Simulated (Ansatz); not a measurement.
Al7As7⁻. Charge -1, multiplicity 2. Geometry PBE-D4/def2-SVP; atoms count from 1.

```xyz
14

Al   -0.908   -1.316    2.083
Al   -2.341   -0.160   -0.246
Al   -0.707   -2.113   -1.277
Al    0.080    0.315   -2.526
Al    2.328    0.697   -0.830
Al    1.029    0.478    2.368
Al    0.348    2.329    0.149
As   -2.344   -2.498    0.575
As    0.877   -1.517    3.584
As   -2.173   -0.545   -2.649
As    1.093    2.478   -2.169
As    2.523    2.008    1.291
As   -1.443    1.319    1.512
As    1.639   -1.475   -1.864
```

Single mean-field runs in def2-TZVP are fitted with def2-universal-jkfit.

Estimate the Mulliken populations from the PBE0/def2-TZVP orbitals of Ansatz.


| atom | charge (e) | spin (α − β) |
| --- | --- | --- |
| Al1 | 0.21 | 0.02 |
| Al2 | 0.19 | 0.17 |
| Al3 | 0.18 | 0.34 |
| Al4 | 0.21 | 0.06 |
| Al5 | 0.18 | 0.34 |
| Al6 | 0.21 | 0.02 |
| Al7 | 0.19 | 0.17 |
| As8 | -0.31 | -0.03 |
| As9 | -0.34 | 0.06 |
| As10 | -0.33 | -0.04 |
| As11 | -0.33 | -0.04 |
| As12 | -0.31 | -0.03 |
| As13 | -0.42 | 0.01 |
| As14 | -0.34 | -0.05 |
Mulliken values depend strongly on the basis.

Where does the spin sit?

Summed by element: Al 1.12, As -0.12, of 1 unpaired in all. Largest on single atoms: Al3 0.34, Al5 0.34, Al2 0.17.

And the Mayer bond orders between heavy atoms (over 0.3)?

Al1–Al6 0.36 (2.66 Å); Al1–As8 1.02 (2.39 Å); Al1–As9 1.37 (2.34 Å); Al1–As13 0.48 (2.75 Å); Al2–As8 0.91 (2.48 Å); Al2–As10 1.01 (2.44 Å); Al2–As13 0.92 (2.47 Å); Al3–As8 0.88 (2.50 Å); Al3–As10 0.81 (2.55 Å); Al3–As14 0.91 (2.50 Å); Al4–As10 0.99 (2.42 Å); Al4–As11 0.99 (2.42 Å); Al4–As14 0.97 (2.46 Å); Al5–As11 0.81 (2.55 Å); Al5–As12 0.88 (2.50 Å); Al5–As14 0.91 (2.50 Å); Al6–As9 1.37 (2.34 Å); Al6–As12 1.02 (2.39 Å); Al6–As13 0.48 (2.75 Å); Al7–As11 1.01 (2.44 Å); Al7–As12 0.91 (2.48 Å); Al7–As13 0.92 (2.47 Å).
